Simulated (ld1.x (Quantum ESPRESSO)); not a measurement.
# Ge ultrasoft: all-electron and pseudo phase curves

```json
{"Element": "germanium", "Generator": "ld1.x (Quantum ESPRESSO) 7.5", "Type": "ultrasoft", "Functional": "PBE", "Relativity": "scalar-relativistic", "Frozen core": "[Ar]", "Valence charge": "14", "Reference configuration": "3d10 4s2 4p2", "Partial waves": "4s (bound): rcut 1.35, rcutus 1.80 bohr; 4s channel at -0.45 Ry: rcut 1.35, rcutus 1.80 bohr; 4p (bound): rcut 1.95, rcutus 2.15 bohr; 4p channel at 4.6 Ry: rcut 1.95, rcutus 2.15 bohr; 3d (bound): rcut 1.00, rcutus 1.20 bohr; 3d channel at 1.25 Ry: rcut 1.00, rcutus 1.20 bohr", "Local potential": "all-electron potential smoothed inside 1.60 bohr (lloc = -1)", "Core correction": "none", "Augmentation charge": "PSQ, radius 0.90 bohr"}
```

The phase is arctan(r·u′/u) with u = r·R(r), unwrapped; energies in Ry, scanned from -4 to 5 Ry. A pole is an energy at which the radial function vanishes at the test radius. The pseudo phase is shifted by a multiple of π to meet the all-electron one at the reference energy, and phase errors are pseudo minus all-electron; the curves can meet again beyond the range given. Levels narrower than the energy grid can be missing from the lists of poles.

Problem. For each channel, where are the poles, and over which energies does the pseudopotential scatter like the atom?

Solution.

| channel | radius (bohr) | reference energy (Ry) | poles, all-electron | poles, pseudo | unbroken range about the reference energy with phases within 0.05 rad | phase error 1 Ry above the reference energy (rad) |
| --- | --- | --- | --- | --- | --- | --- |
| s | 2.35 | -0.86 | 0.62 | 0.62 | below 3.8 | -0.000 |
| p | 2.35 | -0.29 | 1.90 | 1.89 | the whole range | -0.001 |
| d | 2.35 | -2.15 | -2.12, 4.16 | -2.12, 4.16 | the whole range | +0.000 |

Phases in the d channel:

| E (Ry) | all-electron | pseudo |
| --- | --- | --- |
| -4.00 | 1.358 | 1.358 |
| -3.76 | 1.351 | 1.351 |
| -3.52 | 1.342 | 1.342 |
| -3.28 | 1.332 | 1.332 |
| -3.04 | 1.320 | 1.320 |
| -2.80 | 1.303 | 1.303 |
| -2.56 | 1.275 | 1.275 |
| -2.32 | 1.177 | 1.177 |
| -2.08 | -1.662 | -1.662 |
| -1.84 | -1.797 | -1.797 |
| -1.60 | -1.834 | -1.834 |
| -1.36 | -1.861 | -1.860 |
| -1.12 | -1.886 | -1.886 |
| -0.88 | -1.913 | -1.913 |
| -0.64 | -1.945 | -1.945 |
| -0.40 | -1.983 | -1.983 |
| -0.16 | -2.031 | -2.031 |
| 0.08 | -2.094 | -2.094 |
| 0.32 | -2.180 | -2.180 |
| 0.56 | -2.304 | -2.304 |
| 0.80 | -2.491 | -2.491 |
| 1.04 | -2.782 | -2.782 |
| 1.28 | -3.193 | -3.192 |
| 1.52 | -3.631 | -3.631 |
| 1.76 | -3.967 | -3.967 |
| 2.00 | -4.188 | -4.188 |
| 2.24 | -4.332 | -4.332 |
| 2.48 | -4.431 | -4.431 |
| 2.72 | -4.502 | -4.502 |
| 2.96 | -4.556 | -4.556 |
| 3.20 | -4.599 | -4.599 |
| 3.44 | -4.634 | -4.634 |
| 3.68 | -4.663 | -4.663 |
| 3.92 | -4.689 | -4.689 |
| 4.16 | -4.713 | -4.712 |
| 4.40 | -4.734 | -4.734 |
| 4.64 | -4.755 | -4.754 |
| 4.88 | -4.775 | -4.774 |
